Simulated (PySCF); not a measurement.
Structure with atom numbers: `[CH3:1][CH:2]([CH3:3])[c:4]1[cH:5][cH:6][cH:7][c:8](=[O:9])[o:10]1`. Each H is labelled by its parent atom.

Level of theory: structure optimised with GFN2-xTB, shieldings: GIAO PBE0/pcSseg-1, in PySCF (no solvent, one computed conformer, rapidly exchanging positions averaged, non-relativistic).

Q: Predict the 2D correlation tables (HSQC, COSY, HMBC).

A: 

HSQC (one-bond C–H):
| δH | δC |
| --- | --- |
| 7.33 (H(C6)) | 150.0 (C6) |
| 6.23 (H(C7)) | 119.9 (C7) |
| 5.94 (H(C5)) | 105.9 (C5) |
| 2.50 (H(C2)) | 40.9 (C2) |
| 1.37 (H(C1)/H(C3)) | 22.9 (C1/C3) |

COSY cross peaks (H two or three bonds apart, from the bond graph; peaks can be absent where the dihedral angle is near 90°):
| δH | δH |
| --- | --- |
| 7.33 (H(C6)) | 6.23 (H(C7)) |
| 7.33 (H(C6)) | 5.94 (H(C5)) |
| 2.50 (H(C2)) | 1.37 (H(C1)/H(C3)) |

HMBC (two and three bonds, from the bond graph):
| δH | δC |
| --- | --- |
| 7.33 (H(C6)) | 181.0 (C4), 164.2 (C8), 119.9 (C7), 105.9 (C5) |
| 6.23 (H(C7)) | 164.2 (C8), 150.0 (C6), 105.9 (C5) |
| 5.94 (H(C5)) | 181.0 (C4), 150.0 (C6), 119.9 (C7), 40.9 (C2) |
| 2.50 (H(C2)) | 181.0 (C4), 105.9 (C5), 22.9 (C1/C3) |
| 1.37 (H(C1)/H(C3)) | 181.0 (C4), 40.9 (C2), 22.9 (C1/C3) |

Shifts are taken against calculated references (same method and geometry level): ¹H (σ = 31.72 ppm), ¹³C (σ = 186.93 ppm) vs TMS.

Short H···H contacts in this conformer between protons four or more bonds apart (candidates for NOE cross peaks, intensity ∝ r⁻⁶): H(C2)···H(C5) 2.40 Å.

Shifts are as computed. Against solution values, carbons near 30 ppm lie about +3 ppm off and those near 130 ppm about +5 ppm. Of 1309 compounds with measured shifts, 239 miss one by over three times the rms of a fit or turn the order of signals round; such compounds aren't used in these exercises.
